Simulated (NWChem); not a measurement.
Everything below was run with NWChem. System: H₄SiSn, charge 0, spin multiplicity 1, at a geometry optimised with PBE/def2-SVP with def2 effective core potentials on Sn. The structure started from a generated list of species. Level: B3LYP/def2-TZVP with def2 effective core potentials on Sn, VWN1-RPA local correlation.

Part of the output:

```
             Northwest Computational Chemistry Package (NWChem) 7.3.0
             --------------------------------------------------------

                                NWChem Input Module
                                -------------------

 Scaling coordinates for geometry "geometry" by  1.889725989
 (inverse scale =  0.529177249)

 Turning off AUTOSYM since
 SYMMETRY directive was detected!

                             Geometry "geometry" -> ""
                             -------------------------

 Output coordinates in angstroms (scale by  1.889725989 to convert to a.u.)

  No.       Tag          Charge          X              Y              Z
 ---- ---------------- ---------- -------------- -------------- --------------
    1 Sn                  50.0000     0.43669700    -0.54342500     0.00000000
    2 H                    1.0000    -1.07413000    -1.52596200     0.00000000
    3 Si                  14.0000    -1.15796600     1.61151700     0.00000000
    4 H                    1.0000    -2.05959700     1.60098300     1.21465800
    5 H                    1.0000    -2.05959700     1.60098300    -1.21465800
    6 H                    1.0000    -0.43001000     2.93399800     0.00000000

 Effective nuclear repulsion energy (a.u.)     193.4619313507

            Nuclear Dipole moment (a.u.)
            ----------------------------
        X                 Y               Z
 ---------------- ---------------- ----------------
    -0.0000151178    -0.0000188973     0.0000000000

      Symmetry information
      --------------------

 Group name             Cs
 Group number              2
 Group order               2
 No. of unique centers     5

      Symmetry unique atoms

     1    2    3    4    6


 Summary of "ao basis" -> "" (spherical)
 ------------------------------------------------------------------------------
       Tag                 Description            Shells   Functions and Types
 ---------------- ------------------------------  ------  ---------------------
 *                         def2-tzvp                  on all atoms

                                 NWChem DFT Module
                                 -----------------

 Summary of "ao basis" -> "ao basis" (spherical)
 ------------------------------------------------------------------------------
       Tag                 Description            Shells   Functions and Types
 ---------------- ------------------------------  ------  ---------------------
 Sn                        def2-tzvp                16       50   6s5p3d2f
 H                         def2-tzvp                 4        6   3s1p
 Si                        def2-tzvp                13       37   5s5p2d1f

 Summary of "ao basis" -> "ao basis" (spherical)
 ------------------------------------------------------------------------------
       Tag                 Description            Shells   Functions and Types
 ---------------- ------------------------------  ------  ---------------------
 Sn                        def2-tzvp                16       50   6s5p3d2f
 H                         def2-tzvp                 4        6   3s1p
 Si                        def2-tzvp                13       37   5s5p2d1f

      Symmetry analysis of basis
      --------------------------

        a'         74
        a"         37

            General Information
            -------------------
          SCF calculation type: DFT
          Wavefunction type:  closed shell.
          No. of atoms     :     6
          No. of electrons :    40
           Alpha electrons :    20
            Beta electrons :    20
          Charge           :     0
          Spin multiplicity:     1
          Use of symmetry is: on ; symmetry adaption is: on
          Maximum number of iterations: 100
          AO basis - number of functions:   111
                     number of shells:    45
          Convergence on energy requested:  1.00D-06
          Convergence on density requested:  1.00D-05
          Convergence on gradient requested:  5.00D-04

              XC Information
              --------------
                         B3LYP Method XC Potential
                     Hartree-Fock (Exact) Exchange  0.200
[...]
  Numbering of irreducible representations:

     1 a'          2 a"

  Orbital symmetries:

     1 a'          2 a'          3 a'          4 a'          5 a"
     6 a'          7 a'          8 a'          9 a"         10 a'
    11 a'         12 a'         13 a"         14 a"         15 a'
    16 a'         17 a'         18 a"         19 a'         20 a'
    21 a"         22 a'         23 a'         24 a'         25 a"
    26 a'         27 a'         28 a"         29 a'         30 a'

------------------------------------------------------------
EAF file 0: "./mol.aoints.0" size=524288 bytes
------------------------------------------------------------
               write      read    awrite     aread      wait
               -----      ----    ------     -----      ----
     calls:        1         0         0         0         0
   data(b): 5.24e+05  0.00e+00  0.00e+00  0.00e+00
   time(s): 0.00e+00  0.00e+00  0.00e+00  0.00e+00  0.00e+00
rate(mb/s): 0.00e+00  0.00e+00
------------------------------------------------------------

   convergence    iter        energy       DeltaE   RMS-Dens  Diis-err    time
 ---------------- ----- ----------------- --------- --------- ---------  ------
 d= 0,ls=0.0,diis     1   -506.2440147824 -6.02D+02  1.24D-02  3.80D-01     7.8
 d= 0,ls=0.0,diis     2   -506.2691558081 -2.51D-02  3.91D-03  2.08D-02     8.8
 d= 0,ls=0.0,diis     3   -506.2709425599 -1.79D-03  1.53D-03  2.03D-02    10.1
 d= 0,ls=0.0,diis     4   -506.2741460218 -3.20D-03  2.11D-04  2.14D-04    11.2
 d= 0,ls=0.0,diis     5   -506.2741792787 -3.33D-05  3.12D-05  1.99D-05    12.4
  Resetting Diis
 d= 0,ls=0.0,diis     6   -506.2741814020 -2.12D-06  7.71D-06  8.42D-07    13.6
 d= 0,ls=0.0,diis     7   -506.2741815138 -1.12D-07  3.23D-06  3.47D-08    14.7

         Total DFT energy =     -506.274181513827
      One electron energy =     -970.018867587908
           Coulomb energy =      408.959350324319
    Exchange-Corr. energy =      -40.494122444657
 Nuclear repulsion energy =       95.279458194420

 Numeric. integr. density =       40.000009007747

     Total iterative time =     12.6s

                  Occupations of the irreducible representations
                  ----------------------------------------------

                     irrep           alpha         beta
                     --------     --------     --------
                     a'               15.0         15.0
                     a"                5.0          5.0

                       DFT Final Molecular Orbital Analysis
                       ------------------------------------

 Vector   18  Occ=2.000000D+00  E=-3.406296D-01  Symmetry=a'
              MO Center= -1.0D+00,  2.1D+00,  4.5D-13, r^2= 2.5D+00
   Bfn.  Coefficient  Atom+Function         Bfn.  Coefficient  Atom+Function
  ----- ------------  ---------------      ----- ------------  ---------------
   107      0.252260  6 H  s                 71      0.234121  3 Si px
    72      0.168653  3 Si py               108      0.168833  6 H  s
   106      0.158686  6 H  s                 95     -0.134637  4 H  s
   101     -0.134637  5 H  s                 62     -0.101147  3 Si px
    68      0.098840  3 Si px                96     -0.090574  4 H  s

 Vector   19  Occ=2.000000D+00  E=-2.759059D-01  Symmetry=a'
              MO Center= -3.2D-01, -3.9D-01,  8.9D-16, r^2= 3.7D+00
   Bfn.  Coefficient  Atom+Function         Bfn.  Coefficient  Atom+Function
  ----- ------------  ---------------      ----- ------------  ---------------
    52      0.260994  2 H  s                 53      0.233289  2 H  s
    17     -0.211048  1 Sn py                11      0.205753  1 Sn py
     5     -0.198063  1 Sn s                 14     -0.189945  1 Sn py
     6     -0.154017  1 Sn s                 51      0.153112  2 H  s
    16     -0.148532  1 Sn px                72      0.147847  3 Si py

 Vector   20  Occ=2.000000D+00  E=-2.307657D-01  Symmetry=a'
              MO Center=  3.8D-02,  1.3D-02,  1.1D-15, r^2= 4.4D+00
   Bfn.  Coefficient  Atom+Function         Bfn.  Coefficient  Atom+Function
  ----- ------------  ---------------      ----- ------------  ---------------
     6      0.324083  1 Sn s                  5      0.264482  1 Sn s
    16      0.261693  1 Sn px                10     -0.229665  1 Sn px
    72      0.213112  3 Si py                13      0.211272  1 Sn px
     2      0.209149  1 Sn s                 61     -0.184668  3 Si s
    71     -0.183376  3 Si px                 3     -0.176071  1 Sn s

 Vector   21  Occ=0.000000D+00  E=-1.275033D-01  Symmetry=a"
              MO Center=  3.4D-01, -4.3D-01, -1.4D-16, r^2= 3.8D+00
   Bfn.  Coefficient  Atom+Function         Bfn.  Coefficient  Atom+Function
  ----- ------------  ---------------      ----- ------------  ---------------
    18      0.490083  1 Sn pz                12     -0.344289  1 Sn pz
    21      0.338372  1 Sn pz                15      0.314274  1 Sn pz
    96     -0.094737  4 H  s                102      0.094737  5 H  s
     9     -0.048499  1 Sn pz                95     -0.047774  4 H  s
   101      0.047774  5 H  s                 85     -0.043374  3 Si d  1

 Vector   22  Occ=0.000000D+00  E=-1.605429D-02  Symmetry=a'
              MO Center=  1.2D-01, -2.1D-01, -3.7D-15, r^2= 8.0D+00
   Bfn.  Coefficient  Atom+Function         Bfn.  Coefficient  Atom+Function
  ----- ------------  ---------------      ----- ------------  ---------------
    61      1.072976  3 Si s                 20     -0.858475  1 Sn py
    75     -0.477062  3 Si py                 6     -0.441157  1 Sn s
    17     -0.437733  1 Sn py                74      0.389882  3 Si px
    53     -0.370004  2 H  s                 60      0.243922  3 Si s
    19      0.215614  1 Sn px                11      0.203145  1 Sn py

 Vector   23  Occ=0.000000D+00  E= 1.250058D-02  Symmetry=a'
              MO Center=  3.6D-01, -4.2D-02,  6.5D-14, r^2= 7.3D+00
   Bfn.  Coefficient  Atom+Function         Bfn.  Coefficient  Atom+Function
  ----- ------------  ---------------      ----- ------------  ---------------
    53      1.180091  2 H  s                  6     -1.066594  1 Sn s
    19      0.946430  1 Sn px                75     -0.543511  3 Si py
    74      0.500597  3 Si px                16      0.467978  1 Sn px
    61      0.400553  3 Si s                  5     -0.350943  1 Sn s
    96      0.254679  4 H  s                102      0.254679  5 H  s

 center of mass
 --------------
 x =   0.16921549 y =  -0.18075882 z =   0.00000000

 moments of inertia (a.u.)
 ------------------
         447.327753512737         304.142965708753           0.000000000000
         304.142965708753         255.936351528151           0.000000000000
           0.000000000000           0.000000000000         682.024285632481

     Multipole analysis of the density
     ---------------------------------

     L   x y z        total         alpha         beta         nuclear
     -   - - -        -----         -----         ----         -------
     0   0 0 0     -0.000000    -20.000000    -20.000000     40.000000

     1   1 0 0      0.497757     11.802214     11.802214    -23.106670
     1   0 1 0     -0.242457    -14.498160    -14.498160     28.753863
     1   0 0 1     -0.000000     -0.000000     -0.000000      0.000000

     2   2 0 0    -33.916608    -75.506673    -75.506673    117.096738
     2   1 1 0      0.642976     67.392037     67.392037   -134.141098
     2   1 0 1     -0.000000     -0.000000     -0.000000      0.000000
     2   0 2 0    -34.082008   -122.240724   -122.240724    210.399439
     2   0 1 1     -0.000000     -0.000000     -0.000000      0.000000
     2   0 0 2    -28.321322    -19.429388    -19.429388     10.537454

 Task  times  cpu:       14.8s     wall:       14.8s

 Total times  cpu:       14.8s     wall:       14.8s
```

Task: Write an NWChem input that would produce this output.

Result: One answer among several that fit: 
```
start mol
memory heap 200 mb stack 800 mb global 1000 mb
geometry units angstroms nocenter noautoz
  Sn     0.436697    -0.543425     0.000000
  H     -1.074130    -1.525962     0.000000
  Si    -1.157966     1.611517     0.000000
  H     -2.059597     1.600983     1.214658
  H     -2.059597     1.600983    -1.214658
  H     -0.430010     2.933998     0.000000
  symmetry group Cs
end
basis spherical
  * library def2-tzvp
end
ecp
  Sn library def2-ecp
end
dft
  xc b3lyp
  semidirect memsize 60000000 filesize 0
  iterations 100
end
task dft energy
```
